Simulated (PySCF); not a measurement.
Telling isomers of C₆H₁₄NP apart by NMR

Calculated, not measured (PySCF 2.14): geometry: GFN2-xTB, NMR shieldings at PBE0/pcSseg-1/GIAO. Gas phase, non-relativistic Hamiltonian, rapidly exchanging positions averaged, one computed conformer.

Chemical shifts δ = σref − σ; ¹H (σ = 31.72 ppm), ¹³C (σ = 186.93 ppm) against TMS, all at this level. Splittings of carbon signals by F and P are missing where no couplings were computed. Where no couplings were computed, multiplicities follow the n + 1 count of equivalent neighbours, and m marks all less simple cases (inequivalent or close neighbours, rings, F or P nearby). Shifts are as computed. Against solution values, carbons near 30 ppm lie about +3 ppm off and those near 130 ppm about +5 ppm. Of 1211 compounds with measured shifts, 218 miss one by over three times the rms of a fit or turn the order of signals round; such compounds aren't used in these exercises.

(1) Tabulate the signals of `CC/C=P/CN(C)C`, `CN=[P@@]1(C)CC[C@@H]1C` and their relative energies.

(2) What is the quickest way to tell CC/C=P/CN(C)C from CN=[P@@]1(C)CC[C@@H]1C?

Answers

(1) 
```json
{"SMILES": "CC/C=P/CN(C)C", "carbon types": "1×CH 2×CH2 3×CH3", "δC": "217.5, 61.3, 48.0, 35.7, 15.8", "δH": "10.99 (m, 1H), 2.74 (m, 2H), 2.71 (m, 2H), 2.28 (s, 6H), 1.47 (t, 3H)", "E rel. (kcal/mol)": "6.3"}
{"SMILES": "CN=[P@@]1(C)CC[C@@H]1C", "carbon types": "1×CH 2×CH2 3×CH3", "δC": "55.7, 36.6, 35.0, 20.6, 18.2, 9.4", "δH": "3.20 (m, 3H), 2.50 (m, 1H), 2.43 (m, 1H), 2.16 (m, 1H), 1.94 (m, 1H), 1.31 (m, 3H), 1.15 (m, 3H), 0.78 (m, 1H)", "E rel. (kcal/mol)": "0.0"}
```

Energies are electronic energies at PBE0/pcSseg-1 on these geometries, without zero-point or thermal terms, each for the one conformer computed, which needn't be the lowest.

(2) Count the carbon signals: 5 against 6. The first has a carbon double-bonded to a heavier main-group atom (CH) at 217.5 ppm, the second an sp3 CH bonded to P at 55.7 ppm. In the proton spectra the most deshielded non-exchanging signals are 10.99 (m, 1H) and 3.20 (m, 3H).
